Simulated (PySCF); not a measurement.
PySCF 2.14 output of an unrestricted PBEsol calculation on a single atom or ion in aug-cc-pVDZ-PP with ECP28MDF (5s5p4d2f, 54 functions), with a scalar-relativistic core potential:

```
SCF conv_tol = 1e-09
number electrons alpha = 8  beta = 4
    J. P. Perdew, A. Ruzsinszky, G. I. Csonka, O. A. Vydrov, G. E. Scuseria, L. A. Constantin, X. Zhou, and K. Burke.,  Phys. Rev. Lett. 100, 136406 (2008)
    J. P. Perdew, A. Ruzsinszky, G. I. Csonka, O. A. Vydrov, G. E. Scuseria, L. A. Constantin, X. Zhou, and K. Burke.,  Phys. Rev. Lett. 100, 136406 (2008)
cycle= 1 E= -66.8951912476129  delta_E= -0.0034  |g|= 0.0234  |ddm|= 0.173
cycle= 2 E= -66.8953328230029  delta_E= -0.000142  |g|= 0.0156  |ddm|= 0.133
cycle= 3 E= -66.8954384582228  delta_E= -0.000106  |g|= 0.00047  |ddm|= 0.059
cycle= 4 E= -66.895438539061  delta_E= -8.08e-08  |g|= 1.78e-05  |ddm|= 0.00131
cycle= 5 E= -66.8954385392191  delta_E= -1.58e-10  |g|= 1.18e-06  |ddm|= 6.21e-05
converged SCF energy = -66.8954385392191  <S^2> = 6.0002834  2S+1 = 5.0001134
```

The run itself started from symmetry-adapted Hartree-Fock orbitals and held the occupation by maximum overlap, on a logarithmic radial grid, so the iterations belong to that start.

Task: Which element, charge and spin multiplicity is this?

Result: Mo²⁺ (molybdenum, charge +2), multiplicity 5; the state was [Kr] 4d4, high-spin 5D determinant.

Energies and moments cover only the electrons outside the core potential.
